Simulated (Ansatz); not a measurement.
silylphosphine (H₅PSi), singlet, at a GFN2-xTB geometry; SVWN5/cc-pVDZ (Ansatz, a quantum-chemistry and plane-wave program).

Input for Ansatz:
Ansatz 0.2 input:
```yaml
crystal:
  periodic: [false, false, false]
  atoms:
    - {symbol: Si, position_ang: [-1.05846784, 0.09179922, 0.22155758]}
    - {symbol: P, position_ang: [1.09953350, -0.07240592, -0.33991659]}
    - {symbol: H, position_ang: [-1.78374110, -0.88506019, -0.58934952]}
    - {symbol: H, position_ang: [-1.47836332, 1.45493704, -0.09998404]}
    - {symbol: H, position_ang: [-1.30634760, -0.17269873, 1.64099048]}
    - {symbol: H, position_ang: [1.32050240, -1.26744102, 0.31993206]}
    - {symbol: H, position_ang: [1.57349692, 0.67116259, 0.72535376]}
basis:
  gaussian:
    orbitals: cc-pVDZ
hamiltonian:
  xc: {name: SVWN5}
```

What the program printed (banner, timings and long lists left out):

```
Functional definition: SVWN5
790 factors; their error is unknown
mean field evaluation 1: about -17178.8319 eV, gradient 1.7e1 eV
mean field evaluation 2: about -17179.4615 eV, gradient 1.3e1 eV
mean field evaluation 4: about -17180.0261 eV, gradient 6.0e-1 eV
mean field evaluation 8: about -17180.0108 eV, gradient 3.5e-2 eV
mean field -17180.01079225 eV, -631.3537515856 hartree, gradient 6.6e-5 eV, S^2 0.000000; 0 other end points of the search recorded, 0 dependent functions left out
reference -17180.01082314 eV, -631.3537527210 hartree; 17, 17 occupied and 44, 44 virtual orbitals, 790 factors
Total energy: -17180.01082314 eV, -631.3537527210 hartree
```
